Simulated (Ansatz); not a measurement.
Calculated with Ansatz (gas phase, PBE0-D4/def2-TZVP geometries, no zero-point term in ΔE). CBS: MP2 limit from def2 TZ/QZ plus the TZ coupled-cluster correction, frozen cores. DFT in def2-TZVPP. One conformer a species, not always the lowest.

Consider the isomerisation: `FC(F)(Cl)C[SiH3]` → `F[C@@H]([SiH3])[C@@H](F)Cl`.

| species | PBE0 energy (Eh) |
| --- | --- |
| `FC(F)(Cl)C[SiH3]` | -1028.18692 |
| `F[C@@H]([SiH3])[C@@H](F)Cl` | -1028.16010 |

Problem. Work out ΔE.

Solution. ΔE = (-1028.16010) − (-1028.18692) = 0.02682 Eh = +16.8 kcal/mol. CCSD(T)/CBS gives +16.2 kcal/mol.

Largest T1 diagnostic among the species: 0.012.
